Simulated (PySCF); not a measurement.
Spinor energies of Yb(58+) (ytterbium, charge +58)

Start: [Ne] 3s2. Calculated with PySCF 2.14 in an uncontracted even-tempered set (17 s from 6.1 bohr⁻², ratio 2.6; 14 p from 8 bohr⁻², ratio 2.6; 6 d from 8.2 bohr⁻², ratio 2.8; 4 f from 110 bohr⁻², ratio 2.8): generalised Hartree-Fock with the X2C-1e Hamiltonian and a Gaussian nucleus; spin-orbit coupling (SO) screened by Boettger's factors.

```json
{"spinor shell": "1s1/2", "electrons": "2", "ε, screened SO (eV)": "-66362.0", "weight of nominal j (screened SO)": "1.000", "rms radius, screened SO (bohr)": "0.0223"}
{"spinor shell": "2s1/2", "electrons": "2", "ε, screened SO (eV)": "-15024.7", "weight of nominal j (screened SO)": "1.000", "rms radius, screened SO (bohr)": "0.0885"}
{"spinor shell": "2p1/2", "electrons": "2", "ε, screened SO (eV)": "-14568.9", "weight of nominal j (screened SO)": "1.000", "rms radius, screened SO (bohr)": "0.0754"}
{"spinor shell": "2p3/2", "electrons": "4", "ε, screened SO (eV)": "-13484.2", "weight of nominal j (screened SO)": "1.000", "rms radius, screened SO (bohr)": "0.0819"}
{"spinor shell": "3s1/2", "electrons": "2", "ε, screened SO (eV)": "-6114.4", "weight of nominal j (screened SO)": "1.000", "rms radius, screened SO (bohr)": "0.211"}
```

| quantity | screened SO |
| --- | --- |
| E (hartree) | -10242.06084 |
| M_J | 0 |
| ⟨J²⟩ | 0.000 |
| ⟨L²⟩ | 0.027 |
| ⟨S²⟩ | 0.027 |

Breit and QED terms are absent; they matter most for the inner s and p1/2 levels.

Densities and radii are taken from the X2C orbitals without a picture-change correction, which distorts them close to the nucleus.
